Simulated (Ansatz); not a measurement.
C3H4F2Ge (`FC1=C[C]1(F)[GeH3]`), 10 atoms. Charge 0, multiplicity 1. Correlated methods include outer-core shells of Ge, which these sets cover unevenly. Scalar relativity is left out up to krypton. All runs use 4 threads of a server CPU on a shared host. Correlated methods freeze the cores.

Task: Give the basis size and wall time and peak host memory of each of these runs in Ansatz. RKS PBE0-D4/def2-SVP energy; RKS PBE0-D4/def2-TZVP frequencies; RKS B2PLYP (frozen core)/def2-TZVPP energy; RKS PBE0-D4/def2-QZVPP energy; RKS r2SCAN-D4/def2-TZVPP energy and forces; RKS LC-ωPBE/def2-TZVPP energy; RKS PBE-D4/def2-TZVPP energy and forces; RKS ωB97M-V/def2-SVP energy; RHF-CCSD(T)/def2-TZVPP energy; RHF-CCSD(T)/def2-SVP energy; RKS PBE0-D4/def2-TZVP relaxation (11 steps); RHF-MP2/def2-QZVPP energy. (Estimate.)

Result: Ansatz gave: Other jobs shared the machine, so times are rough.

```csv
level,job,functions,wall time,peak host memory (GiB)
RKS PBE0-D4/def2-SVP,energy,122,1.3 s,0.29
RKS LC-ωPBE/def2-TZVPP,energy,259,2.9 s,0.51
RKS PBE-D4/def2-TZVPP,energy and forces,259,3.1 s,0.36
RKS ωB97M-V/def2-SVP,energy,122,4.2 s,0.42
RKS r2SCAN-D4/def2-TZVPP,energy and forces,259,4.6 s,0.39
RKS B2PLYP (frozen core)/def2-TZVPP,energy,259,6.5 s,0.77
RKS PBE0-D4/def2-QZVPP,energy,494,9.5 s,2.1
RHF-CCSD(T)/def2-SVP,energy,122,15 s,0.79
RHF-MP2/def2-QZVPP,energy,494,29 s,3.3
RKS PBE0-D4/def2-TZVP,relaxation (11 steps),227,55 s,0.72
RKS PBE0-D4/def2-TZVP,frequencies,227,3.3 min,0.75
RHF-CCSD(T)/def2-TZVPP,energy,259,4.2 min,6.7
```

LC-ωPBE has ω = 0.4 bohr⁻¹.
